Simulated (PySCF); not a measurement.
TiO₂, singlet: computed properties

Method: PBE in PySCF with Ti def2-TZVP, O def2-TZVP; no relativity; density-fitted integrals.

The structure is a minimum.

```xyz
3
charge 0 multiplicity 1, angstrom
Ti    0.0000    0.0000   -0.3764
O     1.3566    0.0000    0.5637
O    -1.3566    0.0000    0.5637
```

* Point group: C2v
* Bond lengths: Ti–O 1.650 Å (×2)
* Bond angles: O–Ti–O 110.6°
* Rotational constants: 0.9942, 0.2863, 0.2223 cm⁻¹
* Entropy at 298.15 K and 1 bar: 258.8 J/(mol K)
* Principal quadrupole moments (Buckingham, traceless) about the centre of mass: -12.79, 5.62, 7.17 D Å
* Dipole moment: 6.49 D
* Enthalpy at 298.15 K above 0 K: 11.09 kJ/mol
* Atomisation energy without zero-point energy: 1455 kJ/mol
* Zero-point energy: 13.7 kJ/mol
* Highest occupied level: -5.71 eV
* Heat capacity Cp at 298.15 K: 43.3 J/(mol K)
* Lowest empty level: -3.50 eV
* Rotational symmetry number: 2
* Principal polarisabilities: 18.7, 25.8, 47.6 bohr³

Harmonic modes (masses in u: Ti 47.948, O 15.995):
| symmetry | ω (cm⁻¹) | IR (km/mol) | μ (u) | type |
| --- | --- | --- | --- | --- |
| a1 | 346 | 9.8 | 18.32 | bend |
| b2 | 955 | 348 | 20.17 | stretch |
| a1 | 992 | 30.2 | 18.59 | stretch |

In C2v the vibrations span 2a1 + b2. Here b1 is antisymmetric to the molecular plane and b2 lies in it.

Charges (e):
```json
{"atom": "Ti1", "Mulliken": "1.06", "Löwdin": "0.48", "polar tensor": "1.64", "Mayer order to Ti1": "–"}
{"atom": "O2,3", "Mulliken": "-0.53", "Löwdin": "-0.24", "polar tensor": "-0.82", "Mayer order to Ti1": "2.16"}
```

Mulliken populations on Ti1: s 6.06, p 12.22, d 2.62, f 0.04.

Formally Ti is in oxidation state +4, d0. A d0 centre has no lone pair, yet it is C2v rather than linear: covalent bonding through the d orbitals favours lower symmetry. The polar-tensor charge on Ti, 1.64, is far below the formal one.

Only a few start shapes were tried, so a lower isomer may exist.

The final relaxation and frequency run took 21 s on 2 threads of a shared Arm Neoverse V2 host, with 107 basis functions and 9 gradients; the process peaked at 0.86 GiB. Launch command: `OMP_NUM_THREADS=2 python axn.py task.json out`.
